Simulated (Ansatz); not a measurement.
Born–Oppenheimer molecular dynamics of F3H2NTi (7 atoms, charge 0, multiplicity 1). It goes on from the last frame of an earlier run, with new velocities.

Level of theory: RHF/def2-SVP (Ansatz).

```
ensemble                      : NVE (velocity Verlet)
time step                     : 2 fs
steps asked                   : 40
starting velocities drawn for : 1500 K
seed                          : 807614
```

First frame:

```xyz
7
Properties=species:S:1:pos:R:3
Ti 0.070 0.016 0.004
F -0.013 -0.033 1.726
N 1.755 -0.009 -0.725
H 2.406 -0.740 -0.785
H 2.186 0.896 -0.826
F -0.674 1.451 -0.615
F -0.694 -1.458 -0.594
```

(1) How far do the bonds stretch over the last three quarters of this one trajectory? (Pairs bonded in most of those frames.)

Results:

(1) 
```tsv
bond	mean (Å)	spread (Å)	shortest	longest
Ti1–F2	1.742	0.018	1.71	1.77
Ti1–N3	1.834	0.025	1.80	1.89
Ti1–F6	1.753	0.022	1.72	1.78
Ti1–F7	1.760	0.063	1.64	1.83
N3–H4	1.024	0.044	0.94	1.09
N3–H5	1.017	0.026	0.98	1.06
```

Pairs bonded in part of these frames only: Ti1–H4 45 %, Ti1–H5 32 %.

Mean temperature of the second half: 829 K. The conserved energy wandered by up to 18.0 meV per atom (net 6.9 meV per atom), which is poor conservation. Over the second half the temperature averaged 0.55 of the 1500 K drawn at the start: a run that starts near a minimum puts about half its kinetic energy into the potential. A step of 2 fs is long for free X–H stretches (periods near 10 fs) and can bias their spread and the temperature. A run of 0.08 ps of so small a system gives no equilibrium averages.

The run took 74 s on 1 thread of Intel(R) Xeon(R) 6975P-C (Granite Rapids), with other jobs on the host, peak memory 0.21 GiB.
